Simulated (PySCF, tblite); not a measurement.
Isomers of C3H5F2Si (doublet state). All values are computed: GFN2-xTB (tblite) harmonic vibrations without scaling, gas phase. Errors from tens to a few hundred cm⁻¹ against measured bands are possible. Modes of hydrogen on silicon can be 10 to 20 % off. One conformer each. Open shells enter through the occupations alone, without spin polarisation, and single modes of such species can be off by tens of per cent.

Electronic energies: B3LYP/pcH-1 single points on the GFN2-xTB geometries (PySCF, gas phase).

| SMILES | electronic energy, lowest = 0 (kcal/mol) |
| --- | --- |
| FC/C(F)=C/[SiH2] | 7.4 |
| FC(F)/[C]=C\[SiH3] | 21.3 |
| F[CH]/C(F)=C/[SiH3] | 0.0 |

Problem. How do GFN2-xTB zero-point energies change the relative energies?

Solution. 
```json
{"SMILES": "F[CH]/C(F)=C/[SiH3]", "ZPE (kcal/mol)": "40.1", "of it from modes above 1550 cm⁻¹": "18.6", "electronic (kcal/mol)": "0.0", "with ZPE, lowest = 0 (kcal/mol)": "0.0", "lowest mode (cm⁻¹)": "46", "rings": "0"}
{"SMILES": "FC/C(F)=C/[SiH2]", "ZPE (kcal/mol)": "42.2", "of it from modes above 1550 cm⁻¹": "19.7", "electronic (kcal/mol)": "7.4", "with ZPE, lowest = 0 (kcal/mol)": "9.5", "lowest mode (cm⁻¹)": "18i", "rings": "0"}
{"SMILES": "FC(F)/[C]=C\\[SiH3]", "ZPE (kcal/mol)": "40.1", "of it from modes above 1550 cm⁻¹": "20.9", "electronic (kcal/mol)": "21.3", "with ZPE, lowest = 0 (kcal/mol)": "21.4", "lowest mode (cm⁻¹)": "25", "rings": "0"}
```

The zero-point energies span 2.1 kcal/mol, from `F[CH]/C(F)=C/[SiH3]` to `FC/C(F)=C/[SiH2]`. Slightly imaginary modes are left out of the zero-point energy: `FC/C(F)=C/[SiH2]` 17.6i cm⁻¹. The order is unchanged.

Problem. And how do the electronic energies of GFN2-xTB itself compare?

Solution. `F[CH]/C(F)=C/[SiH3]` 0.0; `FC/C(F)=C/[SiH2]` 1.1; `FC(F)/[C]=C\[SiH3]` 21.1 kcal/mol, lowest = 0. Against the energies above, taken from the same isomer `F[CH]/C(F)=C/[SiH3]`, the largest difference is 6.3 kcal/mol.
